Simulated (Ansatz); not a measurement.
Consider the redistribution: `C[S][Ge][SH]` + `CB(C)O` → `C[S][Ge][OH]` + `CB(C)S`.

Calculated with Ansatz (gas phase, PBE0-D4/def2-TZVP geometries, no zero-point term in ΔE). CCSD(T)/CBS adds triple-zeta CCSD(T) − MP2 to the extrapolated MP2 energy (def2 sets, frozen cores). DFT in def2-TZVPP. B3LYP here is the variant with VWN-RPA as its local correlation; programs differ in this. For Ge outer-core shells are correlated without core-valence functions, which leaves a few kJ/mol of doubt a bond. Scalar relativity is left out up to krypton. One conformer a species, not always the lowest.

```csv
level,ΔE (kJ/mol),difference from CCSD(T)/CBS
PBE0-D4,69.9,3.0
B3LYP-D4,69.9,3.0
PBE,67.5,0.6
r2SCAN,67.6,0.7
B3LYP,70.4,3.5
SCS-MP2/def2-TZVPP,62.9,-4.0
HF/def2-QZVPP,72.3,5.4
MP2/def2-QZVPP,64.4,-2.5
HF/CBS(def2),72.3,5.4
CCSD/CBS(def2),67.7,0.8
CCSD(T)/CBS,66.9,0
```

Largest T1 diagnostic among the species: 0.014.

In def2-TZVPP, CCSD(T) changes the Hartree–Fock value by −6.6 kJ/mol (the triples alone add −0.8 kJ/mol) and MP2 by −8.6 kJ/mol.
